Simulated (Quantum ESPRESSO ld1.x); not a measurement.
Species: the osmium ion Os46+. Configuration: [Ar] 3d10 4s2.

Calculated with ld1.x of Quantum ESPRESSO 7.5: scalar-relativistic Kohn-Sham, relativistic LDA (MacDonald-Vosko exchange, VWN5 correlation), spin-unpolarised, spherical densities, point nucleus.

Energy parts (eV):
total: -428123.8
kinetic: 476803.0
electron-nucleus: -980811.2
Hartree: 81505.3
exchange-correlation: -5621.0

Orbitals (lengths in bohr, moments of r in powers of bohr; r(max) is where P^2 peaks):
orbital,occ.,eigenvalue (eV),r(max),<r>
1s,2,-75732.8,0.011,0.01781
2s,2,-15113.1,0.064,0.07504
2p,6,-13484.0,0.052,0.06730
3s,2,-5183.62,0.177,0.1911
3p,6,-4701.58,0.176,0.1905
3d,10,-4181.92,0.142,0.1713
4s,2,-2534.49,0.376,0.3781
4p,0,-2350.41,0.385,0.3871
5s,0,-1501.58,0.653,0.6300

The highest occupied level is 4s at -2534.5 eV. The density falls to 0.001 e/bohr^3 at r = 0.89 bohr. Summed over all electrons, <r^2> = 1.046 bohr^2, which gives a Langevin (diamagnetic) susceptibility term of -0.828 x 10^-6 cm^3/mol.
